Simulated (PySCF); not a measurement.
Computed shifts of a molecule CH₈FNSi₂, PBE0/pcSseg-1 (PySCF), GIAO, gas phase, atoms alike by connectivity averaged where their shifts nearly agree, in ppm (number of nuclei): ¹⁵N: -0.8 (1). ²⁹Si: -52.0 (1), -72.0 (1). ¹³C: 79.4 (1). ¹⁹F: -291.1 (1). ¹H: 5.43 (1), 5.34 (1), 5.28 (1), 5.15 (1), 4.25 (1), 4.10 (1), 0.87 (1), 0.12 (1). References: ¹⁵N against NH3 (σ = 267.4 ppm); ²⁹Si against TMS (σ = 352.7 ppm); ¹³C against TMS (σ = 186.3 ppm); ¹⁹F against CFCl3 (σ = 167.2 ppm); ¹H against TMS (σ = 31.56 ppm), references at their B3LYP-D3(BJ)/def2-TZVP geometries, non-relativistic. Coordinates come from a ωB97X-D3(BJ)/def2-SVP optimisation. Other conformers were not sampled.

Task: Which structure fits?
A. C[SiH2][Si@@H](N)F
B. F[SiH2]CN[SiH3]
C. CN([SiH3])[SiH2]F
D. N[SiH2][SiH2]CF

Result: D, N[SiH2][SiH2]CF
